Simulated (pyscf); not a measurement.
Single points on ωB97X-D3(BJ)/def2-SVP structures (PySCF, gas phase). MP2 and CC: frozen core, UHF for open shells. ΔMP2 is the change of the MP2 total energy from the triple- to the quadruple-zeta basis.

Problem. How much does it cost (ΔH, 298 K, CCSD(T)/def2-TZVPP + ΔMP2(QZVPP)) to split H₂B–BH–F (SMILES BBF) at its B–B bond into BH₂• + [HB–F]•?

Solution. B–B to BH₂• + [HB–F]•: 98.4 kcal/mol. The radicals are drawn with the spin at the cut bond; how far it spreads was not checked. The CCSD(T) − MP2 part came from Ansatz, without density fitting, on the same reference.
